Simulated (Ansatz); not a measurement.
The pair A = C2H2 (SMILES C#C) (first 4 atoms), B = H2S (SMILES S); geometry from B3LYP-D3(BJ)/def2-TZVP.
(charge 0, multiplicity 1):
```xyz
7

C     -0.51234     0.75208     0.16927
C     -0.53788    -0.43811     0.04183
H     -0.48874     1.80894     0.28204
H     -0.55902    -1.49514    -0.06996
S      0.98364    -0.35009     3.69883
H     -0.27012    -0.36552     4.17865
H      0.56148    -0.15258     2.43781
```

Frozen-core correlation.

Programs: Ansatz (Gaussian orbitals). 

Total energies (hartree), monomers frozen at their geometry in the pair:

| structure | MP2/aug-cc-pV(D+d)Z | MP2/aug-cc-pV(T+d)Z | CCSD(T)/aug-cc-pV(T+d)Z |
|---|---|---|---|
| AB | -475.9531129 | -476.0779574 | -476.1383453 |
| A in the pair's basis | -77.0914013 | -77.1639380 | -77.1921379 |
| B in the pair's basis | -398.8593865 | -398.9111612 | -398.9438366 |
| A | -77.0906030 | -77.1636431 | -77.1918797 |
| B | -398.8588670 | -398.9109090 | -398.9435996 |

Task: Work out the interaction energy without and with the counterpoise correction, and the superposition error, for each level.

Result: 
E(AB) − E(A) − E(B), times 627.509 kcal/mol, with the monomers in their own basis and then in the pair's basis:
- MP2/aug-cc-pV(D+d)Z: -2.29 uncorrected, -1.46 corrected; the monomers gain 0.83 kcal/mol from borrowed functions
- MP2/aug-cc-pV(T+d)Z: -2.14 uncorrected, -1.79 corrected; the monomers gain 0.34 kcal/mol from borrowed functions
- CCSD(T)/aug-cc-pV(T+d)Z: -1.80 uncorrected, -1.49 corrected; the monomers gain 0.31 kcal/mol from borrowed functions

Ansatz is a first-principles code.
